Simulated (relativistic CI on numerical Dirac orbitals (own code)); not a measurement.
Line list: Forbidden lines, Sr XXXII

Method of calculation: Dirac-Coulomb-Breit CI, separate exchange-only KLI orbitals for each configuration, model QED (radiative potential, 1s self-energy scaled to tabulated hydrogen-like ionisation energies), unscaled Slater integrals (own radial code, finite nucleus).

Configurations in the expansion (outside the closed core 1s2): 2s²2p³, 2s2p⁴, 2p⁵, 2p⁴3s, 2p⁴3p, 2p⁴3d, 2s²2p²3s, 2s²2p²3p, 2s²2p²3d, 2s2p³3s, 2s2p³3p, 2s2p³3d, 2s²2p²4s, 2s²2p²4p, 2s²2p²4d, 2s²2p²4f. Levels of other configurations are missing.

| λ vac (Å) | Lower | Upper | Type | A (s⁻¹) | gf | Branching (%) |
| --- | --- | --- | --- | --- | --- | --- |
| 5.0301 | 2s²2p³ ²D°5/2 [3] | 2s2p³3d ²G°9/2 [178] | E2 | 9.34e+10 | 3.54e-03 | 43.1 |
| 5.1083 | 2s²2p³ ²D°5/2 [3] | 2s2p³3d ²G°9/2 [156] | E2 | 9.24e+10 | 3.61e-03 | 77.4 |
| 5.1244 | 2s²2p³ ²D°5/2 [3] | 2s2p³3d ⁴F°9/2 [147] | E2 | 7.05e+09 | 2.77e-04 | 20.1 |
| 5.1562 | 2s²2p³ ²D°5/2 [3] | 2s2p³3d ⁴G°9/2 [137] | E2 | 3.99e+09 | 1.59e-04 | 13.2 |
| 5.4575 | 2s²2p³ ⁴S°3/2 [1] | 2s²2p²3p ²D°5/2 [35] | E2 | 1.10e+10 | 2.94e-04 | 2.6 |
| 5.4619 | 2s²2p³ ²D°3/2 [2] | 2s²2p²3p ²F°7/2 [60] | E2 | 1.28e+10 | 4.59e-04 | 9.4 |
| 5.4634 | 2s²2p³ ²P°1/2 [4] | 2s²2p²3p ²P°3/2 [68] | E2 | 1.66e+10 | 2.96e-04 | 2.2 |
| 5.4645 | 2s²2p³ ²D°3/2 [2] | 2s²2p²3p ²D°5/2 [59] | E2 | 6.46e+09 | 1.74e-04 | 3.8 |
| 5.4847 | 2s²2p³ ⁴S°3/2 [1] | 2s²2p²3p ²F°7/2 [32] | E2 | 1.82e+10 | 6.57e-04 | 21.9 |
| 5.4935 | 2s²2p³ ⁴S°3/2 [1] | 2s²2p²3p ⁴P°3/2 [31] | E2 | 9.31e+09 | 1.68e-04 | 2.8 |
| 5.4960 | 2s²2p³ ²D°5/2 [3] | 2s²2p²3p ²F°7/2 [60] | E2 | 1.07e+10 | 3.88e-04 | 7.9 |
| 5.4986 | 2s²2p³ ²D°5/2 [3] | 2s²2p²3p ²D°5/2 [59] | E2 | 1.14e+10 | 3.11e-04 | 6.8 |
| 5.5056 | 2s2p⁴ ⁴P5/2 [6] | 2s2p³3p ⁴F9/2 [116] | E2 | 2.19e+10 | 9.93e-04 | 38.6 |
| 5.5133 | 2s²2p³ ⁴S°3/2 [1] | 2s²2p²3p ⁴D°5/2 [28] | E2 | 6.18e+09 | 1.69e-04 | 3.7 |
| 5.5871 | 2s²2p³ ²D°3/2 [2] | 2s²2p²3p ²P°1/2 [37] | E2 | 1.54e+10 | 1.44e-04 | 2.1 |
| 5.6228 | 2s²2p³ ²D°5/2 [3] | 2s²2p²3p ²P°1/2 [37] | E2 | 3.21e+10 | 3.05e-04 | 4.4 |
| 5.6471 | 2s²2p³ ²D°3/2 [2] | 2s²2p²3p ⁴P°3/2 [31] | E2 | 7.32e+09 | 1.40e-04 | 2.2 |
| 5.6587 | 2s²2p³ ⁴S°3/2 [1] | 2s²2p²3p ⁴D°3/2 [20] | E2 | 1.85e+10 | 3.56e-04 | 9.9 |
| 5.6681 | 2s²2p³ ²D°3/2 [2] | 2s²2p²3p ⁴D°5/2 [28] | E2 | 7.76e+09 | 2.24e-04 | 4.6 |
| 5.6741 | 2s²2p³ ²D°5/2 [3] | 2s²2p²3p ²F°7/2 [32] | E2 | 1.01e+10 | 3.91e-04 | 12.2 |
| 5.6915 | 2s²2p³ ²P°1/2 [4] | 2s²2p²3p ²D°5/2 [35] | E2 | 9.28e+09 | 2.70e-04 | 2.2 |
| 5.6924 | 2s²2p³ ²D°3/2 [2] | 2s²2p²3p ²F°5/2 [26] | E2 | 5.22e+09 | 1.52e-04 | 4.8 |
| 5.6937 | 2s²2p³ ²D°5/2 [3] | 2s²2p²3p ⁴S°3/2 [30] | E2 | 2.26e+10 | 4.40e-04 | 2.6 |
| 5.6946 | 2s²2p³ ²P°3/2 [5] | 2s²2p²3p ²F°7/2 [60] | E2 | 5.70e+09 | 2.22e-04 | 4.2 |
| 5.6974 | 2s²2p³ ²P°3/2 [5] | 2s²2p²3p ²D°5/2 [59] | E2 | 1.24e+10 | 3.62e-04 | 7.3 |
| 5.7139 | 2s²2p³ ²D°3/2 [2] | 2s²2p²3p ⁴D°3/2 [24] | E2 | 2.31e+10 | 4.52e-04 | 23.9 |
| 5.7198 | 2s²2p³ ²P°3/2 [5] | 2s²2p²3p ²D°5/2 [53] | E2 | 2.27e+10 | 6.68e-04 | 9.1 |
| 5.7256 | 2s²2p³ ²D°3/2 [2] | 2s²2p²3p ⁴P°1/2 [23] | E2 | 1.36e+10 | 1.33e-04 | 12.4 |
| 5.7264 | 2s²2p³ ⁴S°3/2 [1] | 2s²2p²3p ⁴D°1/2 [17] | E2 | 3.45e+10 | 3.39e-04 | 29.4 |
| 5.7294 | 2s²2p³ ²D°5/2 [3] | 2s²2p²3p ²F°5/2 [26] | E2 | 1.99e+10 | 5.86e-04 | 18.4 |

Terms are leading LS components. Brackets give the number of a level in order of energy, since labels repeat. The list gives strong lines, with weight on those to low levels, among the lowest 200 of 359 levels, so that lines to higher ones, which can be the strongest, are missing. Levels whose partners in the same complex of configurations lie outside the list can be far off, and so can their lines. Rates are taken at the computed energies, electric ones in the length gauge.

At this charge energies of transitions that change n are usually good to better than 1 %, and those within a shell (Δn = 0) to a few per cent.

LS names give the leading component of a level, which can be under half, so a name can repeat, a term be missing and a line seem to break the LS rules.
